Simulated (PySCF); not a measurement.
Species: C7H14FNSi.
Atom-mapped SMILES: `[CH3:1][C:2]#[C:3][Si@@H:4]([F:5])[C@@H:6]([CH3:7])[N:8]([CH3:9])[CH3:10]` (hydrogens: H11, H12, H13 on C1; H14 on Si4; H15 on C6; H16, H17, H18 on C7; H19, H20, H21 on C9; H22, H23, H24 on C10)

Structure used (GFN2-xTB), in Å, numbered top down from 1:
```
atom  x, y, z in Å
C1     4.0576    0.9923    0.5423
C2     2.9136    0.3987   -0.1091
C3     1.9628   -0.0993   -0.6586
Si4    0.4545   -0.8185   -1.4353
F5     0.8275   -2.3430   -1.8490
C6    -0.9890   -0.9473   -0.1838
C7    -0.5283   -1.4479    1.1938
N8    -1.7483    0.2999   -0.1735
C9    -1.0639    1.4140    0.4430
C10   -3.0944    0.1666    0.3405
H11    3.8857    2.0580    0.6938
H12    4.9474    0.8597   -0.0724
H13    4.2216    0.5186    1.5100
H14    0.0877   -0.1664   -2.6816
H15   -1.6786   -1.7009   -0.5861
H16   -1.3704   -1.5474    1.8776
H17   -0.0609   -2.4239    1.0849
H18    0.2010   -0.7695    1.6318
H19   -1.6010    2.3307    0.1947
H20   -1.0098    1.3377    1.5397
H21   -0.0525    1.4875    0.0490
H22   -3.1369   -0.0189    1.4249
H23   -3.6377    1.0898    0.1355
H24   -3.5992   -0.6506   -0.1730
```

Computed at PBE0/pcSseg-1 (PySCF, non-relativistic), with Q(14N) = 0.02044 b: N8, 14N (I = 1): χzz = -6.505 MHz, η = 0.038.

(1) Where would the pure quadrupole (NQR) lines of 14N at N8 fall for the rigid, isolated species?

Results:

(1) From ν± = (3/4)|χ|(1 ± η/3) and ν0 = |χ|η/2: ν+ 4.941 MHz, ν− 4.816 MHz, ν0 0.125 MHz (tertiary amine nitrogen).

In a crystal, neighbours and librations shift these lines. GFN2-xTB bond lengths can be off by several hundredths of an ångström, more for odd bonds, and the gradients follow them. With so small a basis the couplings can be 20 % off.

These values come from a run that also computed NMR shieldings. Time: 2.4 min of wall time (grids of density and orbitals included); peak memory 1.1 GiB. Hardware: one thread, Arm Neoverse N1 (aarch64), shared host with 64 logical CPUs at a one-minute load of 61.

One conformer stands for the species.
